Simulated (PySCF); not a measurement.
# Radial density of Pm⁺ (promethium, charge +1)

UHF, [Xe] 4f4 6s1 6p1, one real determinant (an excited configuration). Computed with PySCF 2.14 in x2c-TZVPPall with one added diffuse shell each of s, p, d, f type (12s8p8d5f2g, 129 functions), with the spin-free X2C one-electron Hamiltonian (Gaussian nucleus).

```json
{"r (bohr)": "0.0267", "4πr²ρ (e/bohr)": "71.77", "4πr²(ρα − ρβ)": "0.0048"}
{"r (bohr)": "0.0450", "4πr²ρ (e/bohr)": "83.62", "4πr²(ρα − ρβ)": "0.0107"}
{"r (bohr)": "0.0757", "4πr²ρ (e/bohr)": "106.2", "4πr²(ρα − ρβ)": "0.0041"}
{"r (bohr)": "0.127", "4πr²ρ (e/bohr)": "78.92", "4πr²(ρα − ρβ)": "0.0361"}
{"r (bohr)": "0.214", "4πr²ρ (e/bohr)": "92.30", "4πr²(ρα − ρβ)": "0.5178"}
{"r (bohr)": "0.360", "4πr²ρ (e/bohr)": "38.38", "4πr²(ρα − ρβ)": "2.4572"}
{"r (bohr)": "0.606", "4πr²ρ (e/bohr)": "41.80", "4πr²(ρα − ρβ)": "4.5255"}
{"r (bohr)": "1.02", "4πr²ρ (e/bohr)": "14.17", "4πr²(ρα − ρβ)": "3.0329"}
{"r (bohr)": "1.71", "4πr²ρ (e/bohr)": "6.364", "4πr²(ρα − ρβ)": "0.7250"}
{"r (bohr)": "2.88", "4πr²ρ (e/bohr)": "0.9796", "4πr²(ρα − ρβ)": "0.4388"}
{"r (bohr)": "4.85", "4πr²ρ (e/bohr)": "0.4221", "4πr²(ρα − ρβ)": "0.4205"}
{"r (bohr)": "8.15", "4πr²ρ (e/bohr)": "0.02297", "4πr²(ρα − ρβ)": "0.0229"}
{"r (bohr)": "13.7", "4πr²ρ (e/bohr)": "5.007e-05", "4πr²(ρα − ρβ)": "0.0000"}
```

Densities and radii are taken from the X2C orbitals without a picture-change correction, which distorts them close to the nucleus.

⟨L²⟩ = 38.20 against 56 for a pure K term, so this real determinant mixes terms. Spin-orbit coupling, absent here, splits the open shell strongly. The s, p, d and f populations moved away from the nominal configuration during the SCF.
